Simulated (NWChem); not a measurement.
System: CHOS cation; SMILES [OH+]=C=S

Output (shortened):

```
             Northwest Computational Chemistry Package (NWChem) 7.3.0
             --------------------------------------------------------

                             Geometry "geometry" -> ""
                             -------------------------

 Output coordinates in angstroms (scale by  1.889725989 to convert to a.u.)

  No.       Tag          Charge          X              Y              Z
 ---- ---------------- ---------- -------------- -------------- --------------
    1 O                    8.0000    -0.11834400     1.64070000     0.00000000
    2 C                    6.0000     0.00354100     0.41976600     0.00000000
    3 S                   16.0000     0.02239900    -1.07418100     0.00000000
    4 H                    1.0000     0.68464700     2.20482500     0.00000000

 Effective nuclear repulsion energy (a.u.)      88.1258381193

                              NWChem Property Module
                              ----------------------

                                 NWChem DFT Module
                                 -----------------

 Summary of "ao basis" -> "ao basis" (spherical)
 ------------------------------------------------------------------------------
       Tag                 Description            Shells   Functions and Types
 ---------------- ------------------------------  ------  ---------------------
 O                         def2-svpd                 9       23   4s3p2d
 C                         def2-svpd                 8       20   4s2p2d
 S                         def2-svpd                11       27   5s4p2d
 H                         def2-svpd                 4        8   2s2p

            General Information
            -------------------
          SCF calculation type: DFT
          Wavefunction type:  closed shell.
          No. of atoms     :     4
          No. of electrons :    30
           Alpha electrons :    15
            Beta electrons :    15
          Charge           :     1
          Spin multiplicity:     1
          Use of symmetry is: off; symmetry adaption is: off
          Maximum number of iterations: 150
          AO basis - number of functions:    78
                     number of shells:    32
          Convergence on energy requested:  1.00D-06
          Convergence on density requested:  1.00D-05
          Convergence on gradient requested:  5.00D-04

              XC Information
              --------------
                         PBE0 Method XC Functional
                     Hartree-Fock (Exact) Exchange  0.250
          PerdewBurkeErnzerhof Exchange Functional  0.750
            Perdew 1991 LDA Correlation Functional  1.000 local
           PerdewBurkeErnz. Correlation Functional  1.000 non-local

             Grid Information
             ----------------
          Grid used for XC integration:  medium
          Radial quadrature: Mura-Knowles
          Angular quadrature: Lebedev.
          Tag              B.-S. Rad. Rad. Pts. Rad. Cut. Ang. Pts.
          ---              ---------- --------- --------- ---------
          O                   0.60       49          12.0       434
          C                   0.70       49          10.0       434
          S                   1.00       88          11.0       590
          H                   0.35       45          12.0       434
          Grid pruning is: on
          Number of quadrature shells:   231
          Spatial weights used:  Erf1

      Superposition of Atomic Density Guess
      -------------------------------------

 Sum of atomic energies:        -510.17030793

 Renormalizing density from      31.00 to     30

      Non-variational initial energy
      ------------------------------

 Total energy =    -500.834751
 1-e energy   =    -849.225941
 2-e energy   =     260.265352
 HOMO         =      -0.765820
 LUMO         =      -0.378777

   convergence    iter        energy       DeltaE   RMS-Dens  Diis-err
 ---------------- ----- ----------------- --------- --------- ---------
 d= 0,ls=0.0,diis     1   -511.1689561025 -5.99D+02  2.83D-02  1.59D+00
 d= 0,ls=0.0,diis     2   -510.8701346195  2.99D-01  2.10D-02  3.48D+00
 d= 0,ls=0.0,diis     3   -511.2583441357 -3.88D-01  7.20D-03  3.65D-01
 d= 0,ls=0.0,diis     4   -511.3046697233 -4.63D-02  2.22D-03  6.59D-02
 d= 0,ls=0.0,diis     5   -511.3115210719 -6.85D-03  4.47D-04  1.99D-03
  Resetting Diis
 d= 0,ls=0.0,diis     6   -511.3117427145 -2.22D-04  8.68D-05  6.35D-05
 d= 0,ls=0.0,diis     7   -511.3117523212 -9.61D-06  2.58D-05  7.21D-07
 d= 0,ls=0.0,diis     8   -511.3117520408  2.80D-07  1.80D-05  2.85D-06
 d= 0,ls=0.0,diis     9   -511.3117524479 -4.07D-07  3.19D-06  8.29D-08

         Total DFT energy =     -511.311752447876
      One electron energy =     -870.039479161166
           Coulomb energy =      310.032597129399
    Exchange-Corr. energy =      -39.430708535371
 Nuclear repulsion energy =       88.125838119262

 Numeric. integr. density =       29.999998212583

                       DFT Final Molecular Orbital Analysis
                       ------------------------------------

[...]

 DFT Linear Response polarizability / au
 Frequency  =       0.0000000 / au
              X              Y              Z
 -----------------------------------------------
 X      20.6234070      0.4991559      0.0000001
 Y       0.4991502     45.3278205      0.0000002
 Z       0.0000001      0.0000002     20.0280510
 -----------------------------------------------
 Eigenvalues =      20.6133256     45.3379019     20.0280510
 Isotropic   =      28.6597595
 Anisotropic =      25.0223478
 -----------------------------------------------

 Magnetic Dipole Response Matrix (nonzero elements):

 Exiting AOResponse driver routine
```

Level: PBE0/def2-SVPD. Geometry: optimised at PBE0-D3(BJ)/def2-TZVP.

Which NWChem input produces such a log?

Several could match; the one computed here: the input that was run:
```
start job
memory heap 200 mb stack 900 mb global 1100 mb
charge 1
geometry units angstroms noautosym nocenter noautoz
  O     -0.118344     1.640700     0.000000
  C      0.003541     0.419766     0.000000
  S      0.022399    -1.074181     0.000000
  H      0.684647     2.204825     0.000000
end
basis spherical
  O library def2-svpd
  C library def2-svpd
  S library def2-svpd
  H library def2-svpd
end
dft
  xc pbe0
  iterations 150
end
property
  response 1 0.0
end
task dft property
```
